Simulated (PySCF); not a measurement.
disiloxane cation (H6OSi2), SMILES [SiH3]O[SiH3] (connectivity only; charge and spin as stated), charge +1, multiplicity 2. Atoms are numbered in the order given.

```xyz
9

Si     1.6678     0.0000     0.0636
O      0.0000     0.0000    -0.2489
Si    -1.6678     0.0000     0.0636
H      2.1214    -1.2130    -0.7056
H      2.1214     1.2130    -0.7056
H      1.9368     0.0000     1.5161
H     -1.9368     0.0000     1.5161
H     -2.1214    -1.2130    -0.7056
H     -2.1214     1.2130    -0.7056
```
Charge +1, spin multiplicity 2.

Geometry: PBE0-D3(BJ)/def2-SVP. The geometry has at least one imaginary mode, so it is a saddle point at that level. The multiplicity is an assumed one; other spin states were not compared.

Method: B3LYP/pcH-1 (PySCF).

Unrestricted Kohn–Sham, ⟨S²⟩ = 0.758. Hyperfine tensors hold the contact and dipolar terms, without spin-orbit corrections.

Computed hyperfine couplings:
```json
[
 {"nucleus": "29Si no. 1", "A(iso) (MHz)": "81.6", "A(iso) (G)": "29.1", "dipolar principal values (MHz)": "-15.0, 4.9, 10.1"},
 {"nucleus": "17O no. 2", "A(iso) (MHz)": "-38.4", "A(iso) (G)": "-13.7", "dipolar principal values (MHz)": "-153.9, 76.8, 77.1"},
 {"nucleus": "29Si no. 3", "A(iso) (MHz)": "81.6", "A(iso) (G)": "29.1", "dipolar principal values (MHz)": "-15.0, 4.9, 10.1"},
 {"nucleus": "1H no. 4", "A(iso) (MHz)": "284.8", "A(iso) (G)": "101.6", "dipolar principal values (MHz)": "-4.8, -2.0, 6.8"},
 {"nucleus": "1H no. 5", "A(iso) (MHz)": "284.8", "A(iso) (G)": "101.6", "dipolar principal values (MHz)": "-4.8, -2.0, 6.8"},
 {"nucleus": "1H no. 6", "A(iso) (MHz)": "-12.1", "A(iso) (G)": "-4.3", "dipolar principal values (MHz)": "-2.3, -1.5, 3.9"},
 {"nucleus": "1H no. 7", "A(iso) (MHz)": "-12.1", "A(iso) (G)": "-4.3", "dipolar principal values (MHz)": "-2.3, -1.5, 3.9"},
 {"nucleus": "1H no. 8", "A(iso) (MHz)": "284.8", "A(iso) (G)": "101.6", "dipolar principal values (MHz)": "-4.8, -2.0, 6.8"},
 {"nucleus": "1H no. 9", "A(iso) (MHz)": "284.8", "A(iso) (G)": "101.6", "dipolar principal values (MHz)": "-4.8, -2.0, 6.8"}
]
```

Task: And the g tensor (effective nuclear charges for spin-orbit coupling, GIAO)? (Estimate from the structure and the level; the computed values follow.)

Result: principal values 2.0023, 2.0100, 2.0356; isotropic 2.0160.
